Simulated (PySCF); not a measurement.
Configurations of SmB

Unrestricted PBE0; Sm x2c-SVPall, B x2c-SVPall; spin-free X2C with a Gaussian nucleus (PySCF 2.14). The search starts from ions with several 4f fillings and holds each by maximum overlap.

The lowest solution has 2Ms+1 = 10, about 5.9 4f electrons, near 2.38 Å.

The lowest solution of each spin and filling, followed along the bond (rough minima from three points):

| 2Ms+1 | 4f population | ⟨S²⟩ at the start | R at minimum (Å) | Te (eV) |
| --- | --- | --- | --- | --- |
| 10 | 5.92 | 24.76 | 2.38 | 0.00 |
| 8 | 5.94 | 16.74 | 2.39 | 0.48 |
| 6 | 5.97 | 10.73 | 2.41 | 0.51 |

Solutions at the starting distance of 2.345 Å, counted from the lowest; the search is not exhaustive:

| 2Ms+1 | 4f population | E (eV) | ⟨S²⟩ | ⟨Lz²⟩ | μ (D) |
| --- | --- | --- | --- | --- | --- |
| 10 | 5.92 | 0.00 | 24.76 | 4.0 | -5.42 |
| 10 | 5.91 | 0.10 | 24.76 | 6.0 | -5.35 |
| 8 | 5.94 | 0.48 | 16.74 | 6.0 | -4.74 |
| 10 | 5.83 | 0.49 | 24.75 | 4.9 | -3.99 |
| 6 | 5.97 | 0.51 | 10.73 | 4.0 | -3.90 |
| 6 | 5.97 | 0.67 | 10.73 | 6.1 | -3.92 |
| 8 | 5.86 | 0.74 | 16.63 | 5.0 | -3.05 |
| 8 | 5.90 | 0.86 | 16.74 | 5.1 | -3.87 |
| 8 | 5.92 | 1.20 | 15.80 | 6.0 | -4.98 |
| 8 | 5.91 | 1.24 | 15.80 | 7.3 | -4.93 |
| 6 | 5.93 | 1.27 | 9.74 | 5.0 | -2.83 |
| 8 | 5.95 | 1.32 | 15.83 | 5.0 | -8.14 |

Partly filled real f orbitals mix terms, so no term symbols are given. A positive dipole means Sm(−)B(+).

Spin–orbit coupling is left out. The state is the lowest single determinant that the PBE0 search found; with open d or f shells the true ground state can be another one.
